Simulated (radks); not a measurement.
Results of a calculation; reference values are marked as such.
Valence configurations of Tc (all share [Kr]). Level of theory: scalar-relativistic Kohn-Sham, LDA (Slater exchange, Perdew-Wang correlation), spin-polarised, spherical densities, point nucleus; open shells are filled with parallel spins first (spin-orbit coupling, left out, can overturn this in heavy ions) (a radial shooting solver on a logarithmic mesh with Libxc functionals). Energies are relative to 4d5 5s2; eigenvalues in eV for spin up.

| valence | E (eV) | moment (Bohr magnetons) | e(4d) | e(5p) | e(5s) |
|---|---|---|---|---|---|
| 4d5.5 5s1.5 | -0.091 | 5 | -6.614 | - | -5.339 |
| 4d6 5s1 | -0.001 | 5 | -5.440 | - | -4.930 |
| 4d5 5s2 | 0.000 | 5 | -7.864 | - | -5.746 |
| 4d5.5 5s1 5p0.5 | 0.979 | 6 | -7.218 | -2.023 | -5.883 |
| 4d7 | 1.955 | 3 | -3.550 | - | - |
| 4d5 5s1 5p1 | 2.288 | 7 | -9.042 | -2.604 | -6.781 |
| 4d6.5 5p0.5 | 2.658 | 4 | -5.130 | -1.566 | - |
| 4d4.5 5s2 5p0.5 | 3.360 | 5 | -9.721 | -2.384 | -6.666 |
| 4d5 5p2 | 6.550 | 7 | -10.211 | -3.184 | - |
| 4d4 5s2 5p1 | 7.347 | 5 | -11.569 | -2.954 | -7.529 |

NIST lists [Kr] 4d5 5s2 as the ground configuration; this level of theory puts 4d5.5 5s1.5 lower, by 0.091 eV. The energies are those of spherical high-spin densities, not of single terms.
